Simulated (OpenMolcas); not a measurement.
## Rh III: CASPT2 settings compared

```json
{
  "Program": "OpenMolcas 26.06",
  "Basis": "ANO-RCC-VQZP [8s7p5d3f2g1h]",
  "Scalar Hamiltonian": "X2C, point nucleus",
  "Active space": "7 electrons in 5 orbitals (4d)",
  "State averaging": "2S+1 = 4 even, 10 roots; 2S+1 = 2 even, 35 roots",
  "Spin-orbit coupling": "RASSI with atomic mean-field integrals over the reference wave functions, term energies averaged over their components"
}
```

Methods on the same reference wave functions:
A. CASSCF
B. SS-CASPT2, IPEA 0.3 Eh, sigma1 regulariser 0.05 Eh (closed shells correlated: 4s 4p)
C. SS-CASPT2, IPEA 0.5 Eh, sigma2 regulariser 0.1 Eh (closed shells correlated: none)
D. XMS-CASPT2, IPEA 0.15 Eh, imaginary shift 0.15 Eh (closed shells correlated: 3d 4s 4p)

Energies in cm-1 above 4d7 4F 9/2, the measured ground level; measured values from the list in Shadmi, J. Res. Natl. Bur. Stand. 70A, 435 (1966).

```json
{"Level": "4d7 4F 9/2", "A": "0.0", "B": "0.0", "C": "0.0", "D": "0.0", "Measured": "0.0"}
{"Level": "4d7 4F 7/2", "A": "2100", "B": "2130", "C": "2110", "D": "2130", "Measured": "2148"}
{"Level": "4d7 4F 5/2", "A": "3490", "B": "3490", "C": "3470", "D": "3480", "Measured": "3486"}
{"Level": "4d7 4F 3/2", "A": "4378", "B": "4330", "C": "4320", "D": "4330", "Measured": "4322"}
{"Level": "4d7 4P 3/2", "A": "15044", "B": "11900", "C": "12190", "D": "11200", "Measured": "10997"}
{"Level": "4d7 4P 5/2", "A": "15056", "B": "11860", "C": "11950", "D": "11300", "Measured": "11062"}
{"Level": "4d7 2G 9/2", "A": "15503", "B": "13320", "C": "14360", "D": "13370", "Measured": ""}
{"Level": "4d7 4P 1/2", "A": "16418", "B": "13250", "C": "13410", "D": "12620", "Measured": ""}
{"Level": "4d7 2G 7/2", "A": "17605", "B": "15430", "C": "16440", "D": "15460", "Measured": ""}
{"Level": "4d7 2H 11/2", "A": "20556", "B": "17700", "C": "19190", "D": "17890", "Measured": ""}
{"Level": "4d7 2D 5/2", "A": "22500", "B": "18890", "C": "18970", "D": "18780", "Measured": ""}
{"Level": "4d7 2P 1/2", "A": "22503", "B": "19520", "C": "20900", "D": "18330", "Measured": ""}
{"Level": "4d7 2H 9/2", "A": "22627", "B": "19850", "C": "21280", "D": "20020", "Measured": ""}
{"Level": "4d7 2D 3/2 [57 %]", "A": "26075", "B": "22660", "C": "23200", "D": "22260", "Measured": ""}
{"Level": "4d7 2F 5/2", "A": "34373", "B": "27870", "C": "29560", "D": "28090", "Measured": ""}
{"Level": "4d7 2F 7/2", "A": "35197", "B": "28720", "C": "30410", "D": "28940", "Measured": ""}
```

Deviations, from unrounded energies. A percentage is the sum of absolute deviations over the sum of measured energies, with the sign that they share, or ± where signs differ.

| Against measurement | Levels | A | B | C | D |
| --- | --- | --- | --- | --- | --- |
| mean absolute deviation (cm-1) | 5 | 1600 | 350 | 430 | 94 |
| fine structure of the ground term (%) | 3 | ±1.1 | ±0.3 | -0.6 | ±0.3 |
| other terms of the ground configuration (%) | 2 | +36.4 | +7.7 | +9.4 | +2.0 |

D lies closest to measurement on these levels and A furthest from it. The largest miss of D in the table is 4d7 4P 5/2, by +240 cm-1. The ranking rests on the paired levels alone, and a cruder setting can come out closer through cancelling errors.

Among B to D the level of the table that moves most is 4d7 2P 1/2, by 2600 cm-1 (lowest in D, highest in C). Moves below CASPT2's spread within the term are not significant.

The mean deviations of B to D differ by less than CASPT2's widest spread within a term (1700 cm-1), so their order carries little weight.

From A to B the spin-free energies of the other terms of 4d7 shown, above 4F, scale by factors of 0.76 to 0.85, as is usual when dynamic correlation screens the repulsion within a d or f shell.

The lowest spin-free term lies below A's lowest term by 0.534 hartree in B, 0.173 hartree in C, 0.647 hartree in D.

CASPT2 does not keep the components of a term degenerate, so their means are used; among the terms shown or strongly mixed into the levels shown the widest spread is 1700 cm-1 (4d7 4F, D). Levels of configurations with an s electron are missing; early in the row they begin among the upper levels of the d shell and mix with terms of their name. The CASPT2 spread within a term exceeds the gap to the next term for 4d7 2P and 4d7 2H, so the order of their levels is uncertain (figures for B; the like holds for C, D). Without dynamic correlation excited terms often stand tens of per cent too high (terms of higher spin than the ground term too low), and those without a measured partner can miss by more than the paired ones (holds for A). Measured partners are found by configuration, term and J. A level has none where our copy of the source lacks it or the pairing is in doubt (some pairs that miss far off the trend of their configuration count as doubtful), and it then counts in no deviation. Levels of configurations outside the active space are missing. The table leaves out levels that lie high or whose names do not pair safely across all columns.

A share in square brackets marks a mixed level and gives the weight of the term that names it, the lowest over the columns.
